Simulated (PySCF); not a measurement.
# Spinor energies of Os (osmium, neutral)

Start: [Xe] 4f14 5d6 6s2; 5d3/2 filled at m_j = -3/2, -1/2, +1/2, +3/2; 5d5/2 filled at m_j = +3/2, +5/2. Calculated with PySCF 2.14 in x2c-TZVPall-2c (11s11p10d2f, 108 functions): generalised Hartree-Fock with the X2C-1e Hamiltonian and a Gaussian nucleus; one run each with spin-orbit coupling (SO) switched off, then screened by Boettger's factors.

```json
{"spinor shell": "1s1/2", "electrons": "2", "ε, spin-free (eV)": "-74279.6", "ε, screened SO (eV)": "-74254.5", "weight of nominal j (screened SO)": "1.000", "rms radius, screened SO (bohr)": "0.0201"}
{"spinor shell": "2s1/2", "electrons": "2", "ε, spin-free (eV)": "-13082.8", "ε, screened SO (eV)": "-13074.8", "weight of nominal j (screened SO)": "1.000", "rms radius, screened SO (bohr)": "0.0809"}
{"spinor shell": "2p1/2", "electrons": "2", "ε, spin-free (eV)": "-11398.5", "ε, screened SO (eV)": "-12495.7", "weight of nominal j (screened SO)": "1.000", "rms radius, screened SO (bohr)": "0.0687"}
{"spinor shell": "2p3/2", "electrons": "4", "ε, spin-free (eV)": "-11398.5", "ε, screened SO (eV)": "-10958.8", "weight of nominal j (screened SO)": "1.000", "rms radius, screened SO (bohr)": "0.0764"}
{"spinor shell": "3s1/2", "electrons": "2", "ε, spin-free (eV)": "-3109.6", "ε, screened SO (eV)": "-3106.8", "weight of nominal j (screened SO)": "1.000", "rms radius, screened SO (bohr)": "0.207"}
{"spinor shell": "3p1/2", "electrons": "2", "ε, spin-free (eV)": "-2606.7", "ε, screened SO (eV)": "-2848.4", "weight of nominal j (screened SO)": "1.000", "rms radius, screened SO (bohr)": "0.198"}
{"spinor shell": "3p3/2", "electrons": "4", "ε, spin-free (eV)": "-2606.7", "ε, screened SO (eV)": "-2507.8", "weight of nominal j (screened SO)": "1.000", "rms radius, screened SO (bohr)": "0.214"}
{"spinor shell": "3d3/2", "electrons": "4", "ε, spin-free (eV)": "-2037.6", "ε, screened SO (eV)": "-2080.2", "weight of nominal j (screened SO)": "1.000", "rms radius, screened SO (bohr)": "0.188"}
{"spinor shell": "3d5/2", "electrons": "6", "ε, spin-free (eV)": "-2037.6", "ε, screened SO (eV)": "-2006.8", "weight of nominal j (screened SO)": "1.000", "rms radius, screened SO (bohr)": "0.193"}
{"spinor shell": "4s1/2", "electrons": "2", "ε, spin-free (eV)": "-690.55", "ε, screened SO (eV)": "-689.55", "weight of nominal j (screened SO)": "1.000", "rms radius, screened SO (bohr)": "0.459"}
{"spinor shell": "4p1/2", "electrons": "2", "ε, spin-free (eV)": "-522.70", "ε, screened SO (eV)": "-579.96", "weight of nominal j (screened SO)": "1.000", "rms radius, screened SO (bohr)": "0.466"}
{"spinor shell": "4p3/2", "electrons": "4", "ε, spin-free (eV)": "-522.70", "ε, screened SO (eV)": "-498.90", "weight of nominal j (screened SO)": "1.000", "rms radius, screened SO (bohr)": "0.499"}
{"spinor shell": "4d3/2", "electrons": "4", "ε, spin-free (eV)": "-309.95", "ε, screened SO (eV)": "-318.81", "weight of nominal j (screened SO)": "0.999", "rms radius, screened SO (bohr)": "0.519"}
{"spinor shell": "4d5/2", "electrons": "6", "ε, spin-free (eV)": "-309.95", "ε, screened SO (eV)": "-303.11", "weight of nominal j (screened SO)": "1.000", "rms radius, screened SO (bohr)": "0.531"}
{"spinor shell": "5s1/2", "electrons": "2", "ε, spin-free (eV)": "-108.21", "ε, screened SO (eV)": "-107.93", "weight of nominal j (screened SO)": "1.000", "rms radius, screened SO (bohr)": "1.08"}
{"spinor shell": "5p1/2", "electrons": "2", "ε, spin-free (eV)": "-62.368", "ε, screened SO (eV)": "-72.825", "weight of nominal j (screened SO)": "0.730", "rms radius, screened SO (bohr)": "1.09"}
{"spinor shell": "4f5/2", "electrons": "6", "ε, spin-free (eV)": "-71.383", "ε, screened SO (eV)": "-72.548", "weight of nominal j (screened SO)": "0.910", "rms radius, screened SO (bohr)": "0.676"}
{"spinor shell": "4f7/2", "electrons": "8", "ε, spin-free (eV)": "-71.383", "ε, screened SO (eV)": "-69.581", "weight of nominal j (screened SO)": "0.992", "rms radius, screened SO (bohr)": "0.611"}
{"spinor shell": "5p3/2", "electrons": "4", "ε, spin-free (eV)": "-62.368", "ε, screened SO (eV)": "-57.772", "weight of nominal j (screened SO)": "0.979", "rms radius, screened SO (bohr)": "1.29"}
{"spinor shell": "5d3/2", "electrons": "4", "ε, spin-free (eV)": "-12.551", "ε, screened SO (eV)": "-12.520", "weight of nominal j (screened SO)": "0.724", "rms radius, screened SO (bohr)": "1.91"}
{"spinor shell": "5d5/2", "electrons": "2", "ε, spin-free (eV)": "-12.551", "ε, screened SO (eV)": "-12.514", "weight of nominal j (screened SO)": "0.833", "rms radius, screened SO (bohr)": "1.92"}
{"spinor shell": "6s1/2", "electrons": "2", "ε, spin-free (eV)": "-7.841", "ε, screened SO (eV)": "-7.828", "weight of nominal j (screened SO)": "0.994", "rms radius, screened SO (bohr)": "3.47"}
```

```csv
quantity,spin-free,screened SO
E (hartree),-17241.02663,-17263.74343
M_J,4,4
⟨J²⟩,20.044,20.084
⟨L²⟩,6.009,6.707
⟨S²⟩,6.035,5.831
```

Each row is a mean over spinors that exchange with the open shell spreads, by up to 7.462 eV (5p3/2).

Rows whose weight is well below 1 are mixtures of j = l ± 1/2: exchange outweighs spin-orbit coupling there, and the label is only the starting occupation.

⟨J²⟩ departs a little from M_J(M_J + 1) because the unrestricted spinors polarise the closed shells.

Breit and QED terms are absent; they matter most for the inner s and p1/2 levels.

Densities and radii are taken from the X2C orbitals without a picture-change correction, which distorts them close to the nucleus.

Without spin-orbit coupling the j labels of p, d and f shells carry no meaning; the spin-free column gives the mean over the occupied spinors of each nl shell.
